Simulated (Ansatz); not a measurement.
Relaxation of Cl4H2Sn (7 atoms, charge 0, multiplicity 1), to a largest force component of 0.03 eV/Å in at most 50 steps.

All numbers below come from RKS B3LYP-D4/def2-SVP (Ansatz).

```xyz
7
Properties=species:S:1:pos:R:3
Sn 0.166 0.000 -0.129
H 0.022 0.000 1.597
Cl 2.437 0.000 -0.729
Cl -0.796 1.915 -1.068
Cl -0.796 -1.915 -1.068
Cl -2.926 0.000 1.737
H -1.712 0.000 2.288
```

Task: Where does it end, and by what steps?

Result: The run converged. The force dipped under the threshold on the way, but the program's further checks kept it going. After 10 steps the energy has fallen by 0.135 eV; H7 moved furthest, 0.95 Å.

```
step  energy less start (eV)  largest force component (eV/Å)  accepted
   0                  0.0000                           1.171       yes
   1                 -0.0600                           0.648       yes
   2                 -0.0565                           1.094        no
   3                 -0.0735                           0.509       yes
   4                 -0.0862                           0.555       yes
   5                 -0.1109                           0.194       yes
   6                 -0.1139                           0.238       yes
   7                 -0.1328                           0.024       yes
   8                 -0.1082                           1.081        no
   9                 -0.1328                           0.119       yes
  10                 -0.1347                           0.007       yes
```

```xyz
7
Properties=species:S:1:pos:R:3
Sn 0.324 0.000 -0.176
H 0.405 0.000 1.525
Cl 2.506 0.000 -1.052
Cl -0.741 1.901 -1.044
Cl -0.741 -1.901 -1.044
Cl -2.866 0.000 1.592
H -2.492 0.000 2.828
```

The run took 24 s on 4 threads of Arm Neoverse V1, on a shared host, peak memory 0.3 GiB.
